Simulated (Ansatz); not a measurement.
Reaction (formal exchange of groups at the Al–S bond): `C[S][Al]([F])[Cl]` + `CC(C)OC(C)(C)C` → `CC(C)[O][Al]([F])[Cl]` + `CSC(C)(C)C`

Program: Ansatz. Geometries: PBE0-D4/def2-TZVP. ΔE: electronic, gas phase. CCSD(T)/CBS adds triple-zeta CCSD(T) − MP2 to the extrapolated MP2 energy (def2 sets, frozen cores). DFT in def2-TZVPP. B3LYP here is the variant with VWN-RPA as its local correlation; programs differ in this. Each species was taken in one conformer, which may not be the lowest.

Task: Is it downhill or uphill in electronic energy at CCSD(T)/CBS, and by how much? (Estimate.)

Result: The calculation gave: Downhill: ΔE = -54.5 kJ/mol.

Task: What do these levels give: PBE-D4, r2SCAN-D4, PBE0-D4, B3LYP-D4, PBE, r2SCAN, PBE0, CCSD/def2-TZVPP, HF/def2-QZVPP, MP2/def2-QZVPP, SCS-MP2/def2-QZVPP, HF/CBS(def2)? (Estimate.)

Result: Ansatz gave: PBE-D4 -46.8, r2SCAN-D4 -49.3, PBE0-D4 -47.4, B3LYP-D4 -54.1, PBE -45.7, r2SCAN -49.7, PBE0 -46.6, CCSD/def2-TZVPP -53.8, HF/def2-QZVPP -50.9, MP2/def2-QZVPP -64.1, SCS-MP2/def2-QZVPP -62.0, HF/CBS(def2) -51.2 kJ/mol.

Largest T1 diagnostic among the species: 0.011.

In def2-TZVPP, CCSD(T) changes the Hartree–Fock value by −4.1 kJ/mol (the triples alone add +0.4 kJ/mol) and MP2 by −13.6 kJ/mol.
